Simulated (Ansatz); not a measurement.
The cluster Au₂F₂⁻. Total charge -1; doublet. Geometry r2SCAN-D4/def2-TZVPD.

Cartesian coordinates in Å:
```
Au -0.133 -0.986 0.749
Au 0.133 0.987 -0.748
F -1.063 -2.379 1.866
F 1.062 2.378 -1.867
```

In the def2 sets Au takes a core potential; there is no spin–orbit coupling. The structure comes from a short search, and lower isomers may exist.

(1) Estimate the α-spin orbital energies around the gap (eV) in Ansatz with HF/def2-TZVPD, r2SCAN-D4/def2-TZVPD, r2SCANh-D4/def2-TZVPD, PBE0-D4/def2-SVPD, ωB97M-V/def2-TZVPD.

Answers

(1) 
| orbital | HF/def2-TZVPD | r2SCAN-D4/def2-TZVPD | r2SCANh-D4/def2-TZVPD | PBE0-D4/def2-SVPD | ωB97M-V/def2-TZVPD |
| --- | --- | --- | --- | --- | --- |
| HOMO−13 | -10.88 | -5.14 | -5.80 | -6.54 | -8.96 |
| HOMO−12 | -10.75 | -5.03 | -5.69 | -6.43 | -8.88 |
| HOMO−11 | -10.71 | -4.72 | -5.41 | -6.19 | -8.66 |
| HOMO−10 | -9.13 | -3.76 | -4.39 | -5.08 | -7.47 |
| HOMO−9 | -9.04 | -3.57 | -4.22 | -4.95 | -7.42 |
| HOMO−8 | -8.72 | -3.53 | -4.15 | -4.83 | -7.30 |
| HOMO−7 | -8.72 | -3.48 | -4.11 | -4.81 | -7.28 |
| HOMO−6 | -8.56 | -3.40 | -4.01 | -4.68 | -7.03 |
| HOMO−5 | -8.26 | -3.08 | -3.70 | -4.39 | -6.82 |
| HOMO−4 | -8.25 | -3.03 | -3.67 | -4.37 | -6.82 |
| HOMO−3 | -7.10 | -2.83 | -3.27 | -3.79 | -5.99 |
| HOMO−2 | -6.80 | -2.32 | -2.83 | -3.45 | -5.80 |
| HOMO−1 | -6.36 | -2.13 | -2.74 | -3.42 | -5.73 |
| HOMO | -5.15 | -1.89 | -2.40 | -2.84 | -4.91 |
| LUMO | 4.85 | 2.31 | 2.56 | 2.90 | 4.16 |
| LUMO+1 | 5.03 | 3.10 | 3.27 | 3.55 | 4.50 |
| LUMO+2 | 5.68 | 3.64 | 3.84 | 4.14 | 4.83 |
| LUMO+3 | 5.93 | 4.45 | 4.60 | 4.93 | 5.09 |
| LUMO+4 | 6.86 | 5.10 | 5.27 | 5.69 | 6.09 |
| LUMO+5 | 6.93 | 5.15 | 5.31 | 5.73 | 6.18 |
| β HOMO | -6.21 | -1.97 | -2.57 | -3.30 | -5.60 |
| β LUMO | 3.65 | -0.86 | -0.54 | -0.16 | 1.89 |
